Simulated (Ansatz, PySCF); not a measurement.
Energy difference R1 + R2 → P1 + P2, each structure at its B3LYP-D3(BJ)/def2-TZVP stationary point, reached from a drawn start (curvature not checked).
R1: C2H6Zn (SMILES [CH3][Zn][CH3]), charge 0, multiplicity 1.
P1: CH4 (SMILES C), charge 0, multiplicity 1.
R2, HCl (SMILES Cl) (charge 0, multiplicity 1):
```xyz
2

Cl     0.00000     0.00000     0.64101
H      0.00000     0.00000    -0.64101
```
P2, CH3ClZn (SMILES [CH3][Zn][Cl]) (charge 0, multiplicity 1):
```csv
atom,x (Å),y (Å),z (Å)
C,-0.8012,0.1409,0.0073
Zn,1.1082,-0.1949,-0.0101
Cl,3.2008,-0.5629,-0.0291
H,-1.1480,0.2736,1.0321
H,-1.3326,-0.6996,-0.4390
H,-1.0272,1.0430,-0.5612
```

P less R. No zero-point or thermal terms; no spin–orbit coupling.

Frozen-core correlation throughout. CBS: X⁻³ extrapolation of the correlation energy, Hartree–Fock from the larger set.

The values were computed with Ansatz (a quantum-chemistry and plane-wave program) with Gaussian orbitals; PySCF for the D3/D4 terms. Each number belongs to the level named beside it.

PBE/def2-TZVPP gives -1.668 eV for the reaction energy.

Question: Where do these levels fall relative to PBE: PBE-D3(BJ)/def2-TZVPP, r2SCAN/def2-TZVPP, PBE0/def2-TZVPP, wB97M-V/def2-TZVPP, B2PLYP/def2-TZVPP, MP2/CBS(def2-TZVPP, def2-QZVPP), CCSD(T)/CBS(def2-TZVPP, def2-QZVPP).

Answer: PBE-D3(BJ)/def2-TZVPP 0.008; r2SCAN/def2-TZVPP -0.111; PBE0/def2-TZVPP -0.086; wB97M-V/def2-TZVPP -0.077; B2PLYP/def2-TZVPP -0.104; MP2/CBS(def2-TZVPP, def2-QZVPP) -0.093; CCSD(T)/CBS(def2-TZVPP, def2-QZVPP) -0.127 eV. 1 of 7 lie above PBE; the widest gap is to CCSD(T)/CBS(def2-TZVPP, def2-QZVPP).
